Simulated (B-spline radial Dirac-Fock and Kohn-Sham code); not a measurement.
## Mo⁵⁺ 4p1/2: cross section and angular parameters

System: the Mo⁵⁺ ion in the configuration [Kr] 4d1; threshold 110.6 eV (orbital energy of the model). These are calculated numbers from a radial finite-basis atomic code; the model is Dirac-Hartree-Slater photoionisation with a Latter tail; cross sections with all multipoles, angular parameters from the dipole term and its interference with E2.

Input of the calculation (task.json; shells as n, l, electrons):

```json
{"items": [{
  "Z": 42,
  "q": 5,
  "cfg": [[1, 0, 2], [2, 0, 2], [2, 1, 6], [3, 0, 2], [3, 1, 6], [3, 2, 10], [4, 0, 2], [4, 1, 6], [4, 2, 1]],
  "A": 98,
  "rrms": 4.4091,
  "do": "xps",
  "hv": [70.6, 75.2, 81.5, 83.9, 92.0, 92.8, 150.0, 159.0, 200, 246.0, 273.0, 400, 455.0, 540.0, 661.0, 800, 814.0, 943.0, 1000, 1240.0, 1770.0, 2000, 2280.0, 2340.0, 3220.0, 4040.0, 5100.0, 9251.7, 12000, 15000]
}]}
```

Run with: `python xray2_run.py task.json out`

For linearly polarised light dσ/dΩ = σ/(4π) [1 + β P₂(cos θ) + (δ + γ cos²θ) sin θ cos φ], with θ from the polarisation vector and φ the angle between the beam and the projection of the electron momentum on the plane normal to the polarisation.

```tsv
hν (eV)	σ (kb)	β	γ	δ
150	135	0.227	-0.051	0.039
159	130	0.378	-0.016	0.040
200	114	0.846	0.119	0.030
246	97.5	1.140	0.192	0.019
273	88.6	1.249	0.207	0.014
400	57.2	1.506	0.149	0.003
455	48.2	1.560	0.111	0.001
540	38.0	1.614	0.062	0.000
661	28.3	1.654	0.014	0.000
800	20.9	1.673	-0.015	-0.001
814	20.3	1.674	-0.017	-0.001
943	15.8	1.679	-0.022	0.000
1000	14.2	1.679	-0.020	0.000
1240	?	?	?	?
1770	4.78	1.634	0.123	0.003
2000	3.70	1.615	0.183	0.005
2280	2.78	1.592	0.256	0.007
2340	2.63	1.587	0.272	0.007
3220	1.26	1.515	0.492	0.016
4040	0.721	1.454	0.673	0.025
5100	0.397	1.383	0.873	0.039
9251.7	0.0769	1.170	1.413	0.098
12000	0.0358	1.066	1.646	0.138
15000	0.0182	0.973	1.838	0.180
```

Q: Give the values at 1240 eV.

A: σ = 9.63 kb, β = 1.672, γ = 0.007, δ = 0.001.
